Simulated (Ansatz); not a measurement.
Energy needed to pull apart AlGeH5O (SMILES [AlH2][O][GeH3]), singlet, into free ground-state atoms, from the structure below (displaced at random from a GFN2-xTB minimum); no zero-point or spin–orbit terms; open-shell atoms are treated unrestricted, in their ground-state multiplicity.

```csv
atom,x (Å),y (Å),z (Å)
Al1,-1.2047,1.2468,-0.7828
O2,-0.1484,0.1561,-0.0740
Ge3,0.9256,-1.0017,0.6013
H4,-1.9062,0.7521,-1.9433
H5,-1.2039,2.6465,-0.0650
H6,1.0002,-0.5141,2.0739
H7,2.3455,-0.7566,0.3174
H8,0.3542,-2.3003,0.5818
```

Program: Ansatz 0.2.0. Basis: def2-TZVPP. Cores are frozen in the correlated methods. Filled d shells of the heavier atoms are correlated. The def2 sets are not built for correlating such inner shells, so the correlated values are less sure here.

```
    method  atomization energy (kJ/mol)
    PBE-D4                         2219
 r2SCAN-D4                            ?
   PBE0-D4                         2203
r2SCANh-D4                         2251
  BHLYP-D4                         2212
   wB97M-V                         2258
        HF                            ?
       MP2                         2240
      CCSD                         2207
   CCSD(T)                         2231
```

Question: What does r2SCAN-D4 give? (An estimate is asked for; the value comes from the calculation.)

Answer: Computed: 2265 kJ/mol, which is about 33 kJ/mol more than CCSD(T)/def2-TZVPP.

Question: What does HF give? (To be estimated.)

Answer: By the calculation: 1652 kJ/mol, which is about 579 kJ/mol less than CCSD(T)/def2-TZVPP.

In triple zeta the MP2 and coupled-cluster atomization energies are still short of their basis limit by a few kcal/mol a bond, whereas those of the functionals are nearly converged, so these differences are not deviations from converged CCSD(T).

No T1 diagnostic of these runs exceeds 0.013.

For scale, one of the runs: CCSD(T)/def2-TZVPP forces, 191 basis functions (an equivalent command: `ansatz run in.yaml --threads 4`). Time: 3.4 min of wall clock on 4 CPU threads; the host was shared. Peak host memory: 3.8 GiB.
